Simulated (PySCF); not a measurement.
## Relaxation of doublet GaCl₂

Computed with UPBE0 in PySCF with Ga def2-TZVP, Cl def2-TZVP; no relativity; density-fitted integrals. A (50,194) grid was used.

A start displaced from a saddle point along its imaginary mode, of C2v symmetry, held to at least that symmetry:

Coordinates in bohr (charge 0 multiplicity 2):
```
Ga   -0.4724    0.0000    0.0000
Cl    0.4656    0.0000    4.2288
Cl    0.4656    0.0000   -4.2288
```

At each step, columns x, y, z (Å) and Fx, Fy, Fz (eV/Å):

```
step 0  E − E(last) = 43.55 kJ/mol
Ga  -0.250   0.000   0.000  -0.156   0.000   0.000
Cl   0.246   0.000   2.238   0.078   0.000  -0.941
Cl   0.246   0.000  -2.238   0.078   0.000   0.941
step 1  E − E(last) = 26.29 kJ/mol
Ga  -0.353   0.000   0.000  -0.204   0.000   0.000
Cl   0.298   0.000   2.149   0.102   0.000  -0.743
Cl   0.298   0.000  -2.149   0.102   0.000   0.743
step 2  E − E(last) = 2.09 kJ/mol
Ga  -0.589   0.000   0.000   0.136   0.000   0.000
Cl   0.416   0.000   1.943  -0.068   0.000  -0.351
Cl   0.416   0.000  -1.943  -0.068   0.000   0.351
step 3  E − E(last) = 0.11 kJ/mol
Ga  -0.638   0.000   0.000  -0.141   0.000   0.000
Cl   0.440   0.000   1.861   0.070   0.000   0.103
Cl   0.440   0.000  -1.861   0.070   0.000  -0.103
step 4  E − E(last) = 0.08 kJ/mol
Ga  -0.659   0.000   0.000   0.111   0.000   0.000
Cl   0.451   0.000   1.859  -0.056   0.000  -0.052
Cl   0.451   0.000  -1.859  -0.056   0.000   0.052
step 5  E − E(last) = 0.00 kJ/mol
Ga  -0.645   0.000   0.000   0.000   0.000   0.000
Cl   0.444   0.000   1.865   0.000   0.000  -0.003
Cl   0.444   0.000  -1.865   0.000   0.000   0.003
```

It ends at C2v with Ga–Cl 2.160 Å (×2); Cl–Ga–Cl 119.3° (after a last refinement on a finer grid). A frequency run shows a minimum. Other isomers or separated fragments may lie lower.

The relaxation took of the order of 50 core-seconds on a shared host.
